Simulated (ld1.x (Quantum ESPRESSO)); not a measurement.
# Scattering properties, TM potential for Pt

* Element: platinum (Pt)
* Generator: ld1.x (Quantum ESPRESSO) 7.5
* Type: norm-conserving Troullier–Martins (Kleinman–Bylander form)
* Functional: LDA (PZ)
* Relativity: scalar-relativistic
* Frozen core: [Xe] 4f14
* Valence charge: 10
* Reference configuration: 5d8 6s0 6p0 (charge +2)
* Partial waves: 6p (bound, empty): rc 2.65 bohr; 5d (bound): rc 1.75 bohr; 6s (bound, empty): rc 2.15 bohr
* Local potential: the s channel
* Core correction: Bessel-smoothed model core inside 1.55 bohr

The phase is arctan(r·u′/u) with u = r·R(r), unwrapped; energies in Ry, scanned from -4 to 5 Ry. A pole is an energy at which the radial function vanishes at the test radius. The pseudo phase is shifted by a multiple of π to meet the all-electron one at the reference energy, and phase errors are pseudo minus all-electron; the curves can meet again beyond the range given. Levels narrower than the energy grid can be missing from the lists of poles.

| channel | radius (bohr) | reference energy (Ry) | poles, all-electron | poles, pseudo | unbroken range about the reference energy with phases within 0.05 rad | phase error 1 Ry above the reference energy (rad) |
| --- | --- | --- | --- | --- | --- | --- |
| s | 2.89 | -1.66 | -0.55 | -0.57, 4.74 | below 1.1 | -0.004 |
| p | 2.89 | -1.07 | 0.87 | 0.73 | below 1.8 | -0.010 |
| d | 2.89 | -1.92 | -1.74, 3.32 | -1.74, 4.16 | below -0.2 | +0.012 |

Phases in the d channel:

```
E (Ry)  all-electron  pseudo
 -4.00         1.361   1.361
 -3.52         1.336   1.337
 -3.04         1.296   1.297
 -2.56         1.205   1.208
 -2.08         0.203   0.212
 -1.60        -1.664  -1.661
 -1.12        -1.806  -1.798
 -0.64        -1.920  -1.900
 -0.16        -2.107  -2.050
  0.32        -2.600  -2.381
  0.80        -3.721  -3.255
  1.28        -4.298  -4.084
  1.76        -4.499  -4.389
  2.24        -4.598  -4.522
  2.72        -4.659  -4.597
  3.20        -4.703  -4.646
  3.68        -4.740  -4.683
  4.16        -4.774  -4.712
  4.64        -4.811  -4.738
```
